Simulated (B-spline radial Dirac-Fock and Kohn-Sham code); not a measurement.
## How the settings move the core levels of Sn⁶⁺

ΔSCF core binding energies without Breit or QED terms, calculated with a radial finite-basis atomic code. Keys: rel is the Hamiltonian (dirac, or spin-free x2c and nr, where L3 and M5 stand for the whole 2p and 3d shells), method is hf or an exchange,correlation pair (spin-unpolarised, also for the hole states), nuc the nuclear model, radius_factor scales its radius, rmax is the box in bohr, h the logarithmic mesh step, order the B-spline order, points the quadrature points per cell, c_factor scales the speed of light, and damp, ndamp, maxit and tol steer the iteration. The run stops when the commutator error falls below 10·tol·max(1, Z/10), or the numerical noise floor, and the energy has settled to about 1e-8 Ha; the virial ratio is −V/T.

Base input:

```json
{"items": [{"Z": 50, "q": 6, "cfg": [[1, 0, 2], [2, 0, 2], [2, 1, 6], [3, 0, 2], [3, 1, 6], [3, 2, 10], [4, 0, 2], [4, 1, 6], [4, 2, 8]], "A": 120, "rrms": 4.6519, "do": "settings", "holes": ["K", "L3", "M5"],
  "settings": [{"rel": "dirac", "method": "hf", "nuc": "fermi", "radius_factor": 1.0, "rmax": 45.0, "h": 0.3, "order": 8, "points": 10, "c_factor": 1.0, "maxit": 60, "damp": 0.5, "ndamp": 3, "tol": 1e-08}]}]}
```

The ground state converged in 10 iterations, with total energy -6166.63518 Ha, virial ratio 1.94957 and highest orbital energy -116.43 eV. ΔSCF binding energies: K (1s) 29397.1 eV, L3 (2p3/2) 4038.2 eV. Holes are computed only in closed shells, and unreliable hole states are left out.

Changes from the base run:

```
                             changed setting  Δ total energy (Ha)  Δ K (eV)  Δ L3 (eV)  iterations
                         radius_factor = 0.5             -0.11692     +1.35      -0.01          10
                               nuc = "gauss"             -0.00054     +0.01       0.00          10
                                     h = 0.5             +0.08501     -0.95      -3.25          11
method = "pw91,pw91"; nuc = "gauss"; h = 0.5             -3.21519    +29.72     -18.35           9
                            c_factor = 100.0           +153.25273  -1034.61      +3.45           8
                                 tol = 1e-06              0.00000      0.00       0.00           8
 method = "pw91,pw91"; order = 6; damp = 0.2                    ?         ?          ?           ?
```

Question: What does the change method = "pw91,pw91"; order = 6; damp = 0.2 do?

Answer: The total energy moves by -3.30327 Ha and the binding energies by K +29.38 eV, L3 -18.68 eV; the run takes 9 iterations.
